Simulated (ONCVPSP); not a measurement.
**Reading a pseudo-wave (Mo (Z = 42))**

Columns: radius, all-electron u(r) and pseudo u(r) of the 4d shell (level -4.04 eV) of molybdenum in the configuration [Ar] 3d10 4s2 4p6 4d5 5s1; PW91, non-relativistic, ONCV scheme, ONCVPSP 4.0.1.

| r (bohr) | all-electron | pseudo |
| --- | --- | --- |
| 0.105 | -0.1365 | 0.0024 |
| 0.210 | -0.3226 | 0.0186 |
| 0.315 | -0.3262 | 0.0583 |
| 0.420 | -0.1916 | 0.1253 |
| 0.525 | -0.0013 | 0.2164 |
| 0.630 | 0.1915 | 0.3226 |
| 0.735 | 0.3608 | 0.4319 |
| 0.840 | 0.4974 | 0.5329 |
| 0.945 | 0.6000 | 0.6171 |
| 1.050 | 0.6714 | 0.6797 |
| 1.155 | 0.7162 | 0.7200 |
| 1.260 | 0.7398 | 0.7410 |
| 1.365 | 0.7470 | 0.7472 |
| 1.470 | 0.7421 | 0.7421 |
| 1.575 | 0.7285 | 0.7285 |
| 1.680 | 0.7088 | 0.7088 |
| 1.785 | 0.6849 | 0.6849 |
| 1.890 | 0.6585 | 0.6585 |
| 1.995 | 0.6306 | 0.6306 |
| 2.100 | 0.6021 | 0.6021 |
| 2.205 | 0.5736 | 0.5736 |
| 2.310 | 0.5454 | 0.5454 |
| 2.415 | 0.5179 | 0.5179 |
| 2.520 | 0.4913 | 0.4913 |
| 2.625 | 0.4656 | 0.4656 |
| 2.730 | 0.4410 | 0.4410 |

(1) How many radial nodes do the two functions have?

(2) At about which radius was the pseudo-wave matched?

(3) Where does each function peak?

(4) Is the pseudo-wave norm-conserving?

## Answers

(1) The all-electron 4d function has n − l − 1 = 1; the pseudo-wave has 0, since the states of the same l below it are removed with the core.

(2) 1.50 bohr. The columns agree to 0.0005 from 1.36 bohr on; several derivatives are matched, so the curves merge somewhat inside the radius.

(3) Outermost all-electron maximum near 1.36 bohr, pseudo maximum near 1.36 bohr (to the table’s step).

(4) Yes: the ONCV scheme keeps the norm inside the radius equal to the all-electron one, which fixes the energy derivative of the logarithmic derivative at the level.
